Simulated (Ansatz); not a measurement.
```xyz
9

C     1.5890    0.1108    0.1175
O     0.3587   -0.4242   -0.3177
W    -1.4637   -0.2366   -0.1907
O    -2.0877   -1.5782    0.6401
F    -2.2434   -0.1130   -1.8719
S    -1.8708    1.5157    0.9521
H     1.4395    1.1122    0.5275
H     2.2652    0.1575   -0.7377
H     2.0131   -0.5443    0.8806
```

The species carries charge 0 and has multiplicity 1. W: def2 effective core potential.

Problem. List the PBE/def2-TZVPP orbital energies in eV (the Gaussian-basis code of Ansatz). (An estimate is asked.)

Solution. Ansatz gave: Occupied: -2395.64, -660.57, -512.02, -510.82, -271.16, -208.61, -154.69, -154.66, -154.60, -79.64, -44.25, -44.17, -43.89, -29.39, -26.22, -22.98, -17.82, -16.85, -13.13, -12.33, -12.18, -11.94, -11.18, -11.06, -9.83, -9.66, -9.02, -8.72, -8.02, -7.88, -7.28, -6.55. Lowest empty: -3.08, -2.88, -1.60, -1.39, -0.99, -0.62, 0.65, 1.34.
